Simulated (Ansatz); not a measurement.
Two isomers of CH7GeNSi: A = `[SiH3]/N=[CH]\[GeH3]`, B = `[SiH3][CH]1[NH][GeH2]1`.

Calculated with Ansatz (gas phase, PBE0-D4/def2-TZVP geometries, no zero-point term in ΔE). CBS: MP2 limit from def2 TZ/QZ plus the TZ coupled-cluster correction, frozen cores. DFT in def2-TZVPP. B3LYP here is the variant with VWN-RPA as its local correlation; programs differ in this. For Ge outer-core shells are correlated without core-valence functions, which leaves a few kJ/mol of doubt a bond. Scalar relativity is left out up to krypton.

Question: Which isomer does CCSD(T)/CBS put lower? Give the gap. (Best estimate.)

Answer: Ansatz gave: A, by 13.9 kcal/mol.

Question: Give E(B) − E(A) in kcal/mol with CCSD(T)/def2-SVP, PBE0-D4, B2PLYP, B3LYP-D4, CCSD/def2-TZVPP, CCSD(T)/def2-TZVPP, ωB97M-V. (Best estimate.)

Answer: Computed: CCSD(T)/def2-SVP 18.6, PBE0-D4 13.7, B2PLYP 17.8, B3LYP-D4 19.7, CCSD/def2-TZVPP 17.0, CCSD(T)/def2-TZVPP 16.0, ωB97M-V 16.1. None reverses the order clearly.

Question: Does the order hold for the free energy at 298.15 K (harmonic terms from PBE0-D4)? (Best estimate.)

Answer: Ansatz gave: Yes: G(B) − G(A) = +17.1 kcal/mol.

Largest T1 diagnostic: 0.013.

At CCSD(T), def2-SVP lies +4.7 kcal/mol from the extrapolated value and def2-TZVPP +2.1 kcal/mol. In def2-TZVPP, CCSD(T) changes the Hartree–Fock value by −10.3 kcal/mol (the triples alone add −1.0 kcal/mol) and MP2 by −13.5 kcal/mol.
